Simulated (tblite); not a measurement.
Compound: C₄H₆ClSi (doublet state).
Numbering: `[H]/[C:1]=[CH:2]/[C:3]([Cl:4])=[CH:5]\[SiH3:6]` (hydrogens: H7 on C1; H8 on C2; H9 on C5; H10, H11, H12 on Si6)

Computed geometry: GFN2-xTB, gas phase. This method treats the open shell by occupation alone, without spin polarisation.

Q: What internal coordinates does the optimisation give?

A: 
```
            bond  length (Å)   order
           C1=C2       1.319  double
           C2–C3       1.449  single
          C3–Cl4       1.735  single
           C3=C5       1.329  double
          C5–Si6       1.903  single
           C1–H7       1.074  single
           C2–H8       1.082  single
           C5–H9       1.075  single
         Si6–H10       1.511  single
Si6–H11, Si6–H12       1.481  single
```

Bonds in one row agree within 0.01 Å and their mean is given. Orders are formal, as drawn. A selection of angles:
```
      angle  degrees
   C2–C1–H7    127.4
   C1–C2–C3    115.6
   C1–C2–H8    124.5
   C3–C2–H8    120.0
  C2–C3–Cl4    118.7
   C2–C3–C5    117.3
  Cl4–C3–C5    123.9
  C3–C5–Si6    113.3
   C3–C5–H9    122.4
  Si6–C5–H9    124.3
 C5–Si6–H10     94.1
 C5–Si6–H11    116.8
H10–Si6–H11     95.0
H11–Si6–H12    124.5
```

Torsions: C1–C2–C3–Cl4 180° (antiperiplanar); C2–C3–C5–Si6 0° (synperiplanar).

The 6 heavy atoms lie in one plane (0.001 Å rms). The C–C distances run from 1.319 Å (C1=C2, drawn double) to 1.449 Å (C2–C3, drawn single), a spread of 0.130 Å. C5 (carbon bonded to C, Si and H) is planar (angles 124.3°, 122.4° and 113.3°, sum 360.0°, 0.00 Å off the plane of its three neighbours). C3 (carbon bonded to 2 C and Cl) is planar (angles 123.9°, 118.7° and 117.3°, sum 360.0°, 0.00 Å off the plane of its three neighbours). Of the pairs four or more bonds apart, C1···Si6 is among the closest relative to their van der Waals radii: 2.04 Å, 54 % of the sum of Bondi's values. Si6 (silicon bonded to C and 3 H) has angles from 94.1° to 124.5°. C2 (carbon bonded to 2 C and H) is planar (angles 124.5°, 120.0° and 115.6°, sum 360.0°, 0.00 Å off the plane of its three neighbours).

Point group: Cs (tolerance 0.08 Å). Its GFN2-xTB frequencies are all real (lowest 145 cm⁻¹).

One conformer stands for the species.
